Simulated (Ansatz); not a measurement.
input.yaml

```yaml
crystal:
  periodic: [false, false, false]
  atoms:
    - { symbol: Al, position_ang: [-0.019945, 0.454336, 0.249527] }
    - { symbol: O, position_ang: [-0.620242, 0.32307, 1.946429] }
    - { symbol: Si, position_ang: [-1.466621, -0.653771, 3.029018] }
    - { symbol: H, position_ang: [-1.959292, -1.851636, 2.293207] }
    - { symbol: H, position_ang: [-0.560638, -1.064751, 4.137894] }
    - { symbol: H, position_ang: [-2.609318, 0.131255, 3.575177] }
    - { symbol: F, position_ang: [1.465806, -0.248366, 0.007759] }
    - { symbol: F, position_ang: [-1.215142, 0.237835, -0.881565] }
    - { symbol: S, position_ang: [0.227586, 2.705712, 0.929156] }
    - { symbol: H, position_ang: [1.519185, 2.528102, 1.290737] }
    - { symbol: H, position_ang: [-0.322776, 1.611013, 1.929461] }
basis:
  gaussian: { orbitals: def2-SVP }
hamiltonian:
  xc: pbe0
  dispersion: d4
phonons: {}
```

Command:

```bash
$ ansatz run input.yaml --threads 4 --pin off --max-ram 5120MiB --backend cpu --events-out ev --progress --plain --runs-dir out
```

Hardware: 4 threads of Arm Neoverse V2 (shared host).

Problem. Roughly how long does this run take, and how much memory?

Solution. 83 s, with a peak of 0.3 GiB, for 0 ionic steps.
